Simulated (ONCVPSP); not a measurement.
# What one change does to a pseudopotential (S, ONCV)

| Property | Result |
| --- | --- |
| Element | S (Z = 16) |
| Generator | ONCVPSP 4.0.1 |
| Type | optimised norm-conserving Vanderbilt (ONCV) |
| Functional | PBE |
| Relativity | scalar-relativistic |
| Frozen core | [Ne] |
| Valence charge | 6 |
| Reference configuration | 3s1.5 3p4.5 |
| Partial waves | 3s: rc 1.15 bohr, ncon 5, nbas 8, qcut 4.7 1/bohr, local; 3p: rc 1.55 bohr, ncon 4, nbas 8, qcut 4.5 1/bohr, 2 projectors, debl 1.1 Ha |
| Local potential | the s channel |
| Core correction | none |

Change: all radii scaled by about 1.24 (s 1.42, p 1.92 bohr).

Cutoffs: the cutoffs (Ha) at which the residual kinetic energy of the hardest occupied pseudo-wave falls to 1 and 0.1 mHa per electron; they do not see the model core or the augmentation charge, which bear on the density cutoff. Errors are all-electron minus pseudo energies relative to the spin-unpolarised reference configuration.

Task: Predict the effect on cutoff, ghosts and configuration errors.

Result: The potential gets softer (113 Ha and 131 Ha → 14 Ha and 42 Ha); of the 4 tests that both files solve, the error grows in 0 and shrinks in 4 by more than 15 % and 0.3 meV (median size 10.4 → 2.0 meV); neither file shows a bound ghost. A larger radius leaves more room for a smooth pseudo-wave, so fewer plane waves are needed. That the errors move this way runs against the usual rule that smaller radii transfer better.

| quantity | base | changed |
| --- | --- | --- |
| cutoff, loose | 113 Ha | 14 Ha |
| cutoff, tight | 131 Ha | 42 Ha |
| loose cutoff by channel | s 113 Ha, p 5.9 Ha | s 14 Ha, p 5.8 Ha |
| bound ghosts | none | none |
| GHOST(+) flags under 300 eV | none | none |
| error for 3s2 3p4, meV [ΔE -5.14 eV] | +1.8 | +0.9 |
| error for 3s2 3p3, meV [ΔE 6.63 eV] | +3.5 | -1.4 |
| error for 3s2 3p2, meV [ΔE 28.91 eV] | +17 | -2.5 |
| error for 3s2 3p0, meV [ΔE 109.75 eV] | +213 | +70 |
